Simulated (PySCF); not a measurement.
CH₆SeSi, SMILES [SiH3]C[SeH], CAM-B3LYP/def2-SVP optimised geometry. Atoms within 1.6 Å of the plane z = 0.8 Å (x, y, z in Å): Si1 (1.08, -0.43, 0.00), C2 (-0.81, -0.43, 0.00), Se3 (-1.59, 1.37, 0.00), H4 (1.59, 0.24, 1.22), H5 (1.59, -1.83, -0.04), H7 (-1.17, -0.89, 0.93).

Calculation: CAM-B3LYP/def2-TZVP in PySCF.

Map of the log10 of the electron density (e/bohr³), floored at −4 on the plane z = 0.8 Å:

```
|                         |
|     ..:::..             |
|   .::-----:..           |
|  .:-======-::.          |
| .:-=++***+=-:.          |
|.:-=+*####*+=-:..        |
|.:=+*#%%%%#*+=-:::..     |
|.-=+*#%@@%#*+=-----:.    |
|.-=+#%%@@%#*+===++=-:.   |
|.-=+*#%%%%#*+++****+=:.  |
|.:-+**#%%##*++*#%%#*=-.  |
| :-=+**####***#%@@%*+-:  |
| .:-=+*##%%####%@@%*+-:  |
|  .:-=*#%@%%###%%%#*+-:  |
|   .-=*%@@@%####%##*=-.  |
|   .-=*%@@%##*####*+=-.  |
|   .:=+#%%#****###*+=-.  |
|    .-=+***++++*##*+=:.  |
|     :-=======+****+-:.  |
|      .:--:::-=++++=-:   |
|        .....:-====-:.   |
|             .::--::.    |
|               .....     |
|                         |
|                         |
```
Scale: ten equal steps from -4.00 (start of ' ') to -0.617 (end of '@'), in the order ' .:-=+*#%@'; x runs from -4.00 to 4.00, y from -4.00 (bottom) to 4.00 (top).
